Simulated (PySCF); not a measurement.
Species: CH7FSi2.
SMILES: `FC([SiH3])[SiH3]`

Theory: EOM-IP-CCSD/aug-cc-pVDZ in PySCF, restricted Hartree–Fock reference, 12 core orbitals frozen, non-relativistic, gas phase, PBE0-D3(BJ)/def2-SVP geometry.

The vertical ionisation energies are 10.50, 11.53, 12.41, 12.51, 12.80, 13.07, 15.18, 15.47 eV.

**Question.** Which Hartree–Fock orbital leads each hole, and what is its Koopmans value −ε?

**Answer.** 
```tsv
leading hole (HF orbital)	Koopmans (eV)	EOM-IP-CCSD (eV)	change (eV)	one-hole share
HOMO	11.61	10.50	-1.11	0.95
HOMO-1	12.59	11.53	-1.06	0.95
HOMO-2	13.14	12.41	-0.73	0.94
HOMO-3	13.21	12.51	-0.70	0.95
HOMO-4	13.51	12.80	-0.71	0.94
HOMO-5	14.10	13.07	-1.03	0.94
HOMO-6	17.11	15.18	-1.93	0.93
HOMO-7	17.96	15.47	-2.49	0.93
```

**Question.** Does the order of the lines follow the orbital energies?

**Answer.** Yes, no two lines change places. The corrections run from -2.49 to -0.70 eV, with a mean of -1.22 eV over the 8 lines; no line lies above its Koopmans value. Koopmans values leave out both the relaxation of the orbitals and the change in correlation energy.

**Question.** At what kinetic energies would He I light (21.22 eV) eject these electrons?

**Answer.** 10.72 eV (HOMO), 9.69 eV (HOMO-1), 8.81 eV (HOMO-2), 8.71 eV (HOMO-3), 8.42 eV (HOMO-4), 8.15 eV (HOMO-5), 6.04 eV (HOMO-6), 5.75 eV (HOMO-7).

**Question.** What total energy has the lowest final state, and which wavelength reaches it?

**Answer.** E(CCSD) + ionisation energy = -719.86175 + 0.38574 = -719.47601 Eh, at the geometry of the initial state. The threshold wavelength is 1239.84 eV nm/10.50 eV = 118.1 nm.

Lines less than 0.15 eV apart could change places at a higher level. One root was sought for each valence orbital with −ε under 21 eV, eight at most, so deeper holes and satellites are missing; no vibrational structure.
